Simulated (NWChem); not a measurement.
Program: NWChem. System: C2H6Be, charge 0, spin multiplicity 1, at a geometry optimised with PBE0/def2-SVP. The structure started from a generated list of species. Level: MP2/cc-pVDZ, 3 core orbitals frozen.

The NWChem input:

```
start mol
memory heap 200 mb stack 900 mb global 1100 mb
geometry units angstroms nocenter noautoz
  Be     0.000000     0.000000     0.000186
  C      1.054122     1.308887    -0.000006
  H      1.102628     1.808302     0.984394
  H      0.760175     2.083586    -0.730934
  H      2.088289     1.014081    -0.253799
  C     -1.054122    -1.308887    -0.000006
  H     -1.102628    -1.808302     0.984394
  H     -0.760175    -2.083586    -0.730934
  H     -2.088289    -1.014081    -0.253799
  symmetry group C2
end
basis spherical
  * library cc-pvdz
end
scf
  rhf
  nopen 0
  maxiter 100
  thresh 1e-7
  semidirect memsize 60000000 filesize 0
end
mp2
  freeze core 3
end
task mp2 energy
```

Output (cleaned and shortened):

```
             Northwest Computational Chemistry Package (NWChem) 7.3.0
             --------------------------------------------------------

                                NWChem Input Module
                                -------------------

 Scaling coordinates for geometry "geometry" by  1.889725989
 (inverse scale =  0.529177249)

 Turning off AUTOSYM since
 SYMMETRY directive was detected!

                             Geometry "geometry" -> ""
                             -------------------------

 Output coordinates in angstroms (scale by  1.889725989 to convert to a.u.)

  No.       Tag          Charge          X              Y              Z
 ---- ---------------- ---------- -------------- -------------- --------------
    1 Be                   4.0000     0.00000000     0.00000000     0.00018600
    2 C                    6.0000     1.05412200     1.30888700    -0.00000600
    3 H                    1.0000     1.10262800     1.80830200     0.98439400
    4 H                    1.0000     0.76017500     2.08358600    -0.73093400
    5 H                    1.0000     2.08828900     1.01408100    -0.25379900
    6 C                    6.0000    -1.05412200    -1.30888700    -0.00000600
    7 H                    1.0000    -1.10262800    -1.80830200     0.98439400
    8 H                    1.0000    -0.76017500    -2.08358600    -0.73093400
    9 H                    1.0000    -2.08828900    -1.01408100    -0.25379900

 Effective nuclear repulsion energy (a.u.)      51.1940477360

            Nuclear Dipole moment (a.u.)
            ----------------------------
        X                 Y               Z
 ---------------- ---------------- ----------------
    -0.0000000000    -0.0000000000    -0.0000113384

      Symmetry information
      --------------------

 Group name             C2
 Group number              4
 Group order               2
 No. of unique centers     5

      Symmetry unique atoms

     1    2    3    4    5


 Summary of "ao basis" -> "" (spherical)
 ------------------------------------------------------------------------------
       Tag                 Description            Shells   Functions and Types
[...]
     1   1 0 0     -0.000000      0.000000     -0.000000
     1   0 1 0      0.000000      0.000000     -0.000000
     1   0 0 1      0.000090      0.000000     -0.000011

     2   2 0 0    -15.965439      0.000000     91.573835
     2   1 1 0     -1.827016      0.000000     99.802878
     2   1 0 1      0.000000      0.000000      0.000000
     2   0 2 0    -16.762586      0.000000    135.120204
     2   0 1 1     -0.000000      0.000000     -0.000000
     2   0 0 2    -14.493964      0.000000     11.196787

                   NWChem MP2 Semi-direct Energy/Gradient Module
                   ---------------------------------------------

  Basis functions       =     72
  Molecular orbitals    =     72
  Frozen core           =      3
  Frozen virtuals       =      0
  Active alpha occupied =      8
  Active beta occupied  =      8
  Active alpha virtual  =     61
  Active beta virtual   =     61
  Use MO symmetry       = T
  Use skeleton AO sym   = T

  AO/Fock/Back tols     =   1.0D-09  1.0D-09  1.0D-09

 GA uses MA = F    GA memory limited = T

 Available:
  local mem=  1.26D+08
 global mem=  1.44D+08
 local disk=  0.00D+00
  mp2_memr nvloc                    61
  nvloc new                    61
   1 passes of   8:        3145728                      23019                   4324521.
   1 passes of   8: M    126146464           G      144168832           F     123000736.

 Semi-direct pass number   1 of   1  for RHF alpha+beta  at        1.0s
  vrange nnbf                  2601
  mp2_eaftype                    16  avail_ma_in_mb                  1099
 EAF : mp2_eaftype filesize          16    2162261.
  mp2_eaf for mointskh                     16
Node 0 wrote     10.2 Mb in      0.0 s     Agg I/O rate:  1060.6 Mb/s
 Done moints_semi at        3.6s
  mp2_eaftype                    16  avail_ma_in_mb                  1083
 EAF : mp2_eaftype filesize          16    2162261.
  mp2_eaf for kh                    16
 Done maket at        3.7s
 Done multipass loop at        3.7s

          -------------------------------------------
          SCF energy                 -93.875991181045
          Correlation energy          -0.337565274444
          Singlet pairs               -0.231206143192
          Triplet pairs               -0.106359131251
          Total MP2 energy           -94.213556455489
          -------------------------------------------

          ---------------------------------------------------
                    Spin Component Scaled (SCS) MP2
          Same spin pairs                     -0.070906087501
          Same spin scaling factor             0.333333333333
          Opposite spin pairs                 -0.266659186943
          Opposite spin scaling fact.          1.200000000000
          SCS-MP2 correlation energy          -0.343626386831
          Total SCS-MP2 energy               -94.219617567877
          ---------------------------------------------------

 -----------------------
 Performance information
 -----------------------

 Timer overhead =  1.36D-07 seconds/call

               Nr. of calls         CPU time (s)                 Wall time (s)                GFlops
             ---------------    -------------------     ------------------------------   -------------------
Name         Min   Avg   Max    Min     Avg     Max     Min     Avg     Max   Mx/calls   Min     Max     Sum
mp2: moin     1     1     1    2.6     2.6     2.6      2.6     2.6     2.6     2.6      0.0     0.0     0.0
mp2: make     1     1     1   0.10    0.10    0.10     0.10    0.10    0.10    0.10      0.0     0.0     0.0
mp2: tota     1     1     1    2.8     2.8     2.8      2.8     2.8     2.8     2.8      0.0     0.0     0.0

 The average no. of pstat calls per process was 3.00D+00
 with a timing overhead of 4.07D-07s

 Task  times  cpu:        3.7s     wall:        3.7s

 Total times  cpu:        3.7s     wall:        3.7s
```
